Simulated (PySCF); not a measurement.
C2H8BN, SMILES CBNC.

Geometry: B3LYP-D3(BJ)/def2-SVP. A frequency run showed that this geometry is not a minimum. The structure was generated by enumeration, and PubChem lists no compound with its InChIKey, so it may never have been made. The values are those of a single conformer.

Computed with PySCF with PBE/def2-TZVP.

**Question.** Estimate the frontier levels, gap, dipole moment and polarisability. (The exact figures need the calculation; the answer reports its results.)

**Answer.** 
```
Item                                                                                                            Value
---------------------------------------------------------------------------------------------  ----------------------
highest occupied level                                                                                       -6.27 eV
lowest empty level                                                                                           -0.33 eV
orbital gap                                                                                                   5.94 eV
dipole moment                                                                                               0.381 e·Å
quadrupole, principal values (traceless, Buckingham form, about the centre of nuclear charge)  -2.16, -0.97, 3.13 D·Å
mean static polarisability                                                                       50.7 bohr³ (7.51 Å³)
polarisability, principal values                                                               40.6, 49.2, 62.2 bohr³
```
